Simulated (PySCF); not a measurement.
C₅H₇F. Atoms are numbered in the order given.

```xyz
13

C     -2.2338     0.1342     0.1992
C     -0.8310    -0.1378     0.7250
C      0.0589    -1.0672    -0.1026
C      0.9475    -0.0894    -0.3106
F      2.1043    -0.0277    -0.9586
C      0.2425     0.9880     0.4597
H     -2.7293     0.9322     0.7762
H     -2.8625    -0.7687     0.2667
H     -2.2020     0.4424    -0.8588
H     -0.8685    -0.4149     1.7934
H     -0.0200    -2.1142    -0.3962
H      0.7654     1.3645     1.3541
H     -0.1265     1.8414    -0.1324
```

Coordinates come from a B3LYP-D3(BJ)/def2-SVP optimisation.

Vertical ionisation energy (IE) and electron affinity (EA) in eV. Rows of orbital energies are one-electron estimates. Where ΔSCF, EOM or ADC give a negative EA the extra electron is unbound and the value depends on the basis.

| level | IE | EA |
|---|---|---|
| −ε(HOMO), −ε(LUMO), M06-2X/def2-TZVP (PySCF) | 8.31 | -1.44 |
| −ε(HOMO), −ε(LUMO), PBE/def2-TZVP (PySCF) | 5.88 | 0.46 |
